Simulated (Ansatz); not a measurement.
`CC(C)[O][In]([Cl])[Cl]` + `CC(C)[O][Cd][NH2]` → `[NH2][In]([Cl])[Cl]` + `CC(C)[O][Cd][O]C(C)C`  (redistribution)

Computed with Ansatz on PBE0-D4/def2-TZVP structures; ΔE is electronic, products minus reactants. CBS: MP2 limit from def2 TZ/QZ plus the TZ coupled-cluster correction, frozen cores. Functionals use def2-TZVPP. def2 core potentials past Kr. For Cd, In outer-core shells are correlated without core-valence functions, which leaves a few kJ/mol of doubt a bond. One conformer a species, not always the lowest.

`CC(C)[O][In]([Cl])[Cl]`:

Cartesian coordinates in Å:
```
C -0.292 1.193 -0.957
C 0.761 0.487 -0.126
C 1.092 -0.890 -0.666
O 0.393 0.433 1.241
In -1.192 -0.527 1.880
Cl -2.678 -1.702 0.554
Cl -1.591 -0.473 4.143
H 0.045 1.333 -1.987
H -0.518 2.174 -0.533
H -1.216 0.602 -0.992
H 1.677 1.094 -0.137
H 0.195 -1.519 -0.696
H 1.483 -0.831 -1.685
H 1.842 -1.375 -0.039
```

`CC(C)[O][Cd][NH2]`:

Cartesian coordinates in Å:
```
C 1.723 0.108 -0.548
C 1.045 -0.222 0.771
C 0.409 -1.602 0.736
O 0.127 0.765 1.146
Cd -1.453 1.132 0.024
N -3.057 1.501 -1.120
H 2.160 1.107 -0.510
H 0.992 0.082 -1.367
H 2.513 -0.609 -0.791
H 1.819 -0.228 1.555
H -0.086 -1.815 1.686
H 1.147 -2.386 0.545
H -0.342 -1.654 -0.064
H -3.074 2.461 -1.448
H -3.923 1.357 -0.614
```

`[NH2][In]([Cl])[Cl]`:

Z-matrix (Å, degrees):
```
N
In 1 2.000
H 1 1.010 2 115.7
H 1 1.010 2 115.7 3 -130.4
Cl 2 2.308 1 121.4 3 158.6
Cl 2 2.308 1 121.4 3 -28.1
```

`CC(C)[O][Cd][O]C(C)C`:

```xyz
23

C     0.037   -2.727    0.302
C    -1.384   -2.484   -0.179
C    -1.465   -2.498   -1.696
O    -1.925   -1.312    0.362
Cd   -1.095    0.426   -0.059
O    -0.492    2.251   -0.494
C     0.643    2.772    0.138
C     0.450    2.894    1.640
C     1.893    1.975   -0.196
H     0.422   -3.693   -0.034
H     0.708   -1.950   -0.092
H     0.079   -2.695    1.393
H    -2.014   -3.304    0.201
H    -1.139   -3.455   -2.113
H    -2.489   -2.306   -2.023
H    -0.817   -1.717   -2.118
H     0.771    3.787   -0.270
H     0.358    1.897    2.093
H     1.294    3.396    2.120
H    -0.460    3.455    1.861
H     2.006    1.882   -1.278
H     2.795    2.441    0.210
H     1.824    0.965    0.231
```

```json
{"level": "ωB97X-V", "ΔE (kcal/mol)": "-1.1"}
{"level": "PBE", "ΔE (kcal/mol)": "-0.8"}
{"level": "PBE0", "ΔE (kcal/mol)": "-1.2"}
{"level": "MP2/def2-TZVPP", "ΔE (kcal/mol)": "0.3"}
```

(1) What does CCSD(T)/CBS give? (An estimate is asked.)

Largest T1 diagnostic among the species: 0.015.

Answers

(1) The calculation gave: 0.0 kcal/mol. The listed levels differ from it by -1.1, -0.8, -1.2, 0.3 kcal/mol.

In def2-TZVPP, CCSD(T) changes the Hartree–Fock value by +2.1 kcal/mol (the triples alone add +0.3 kcal/mol) and MP2 by +2.9 kcal/mol.
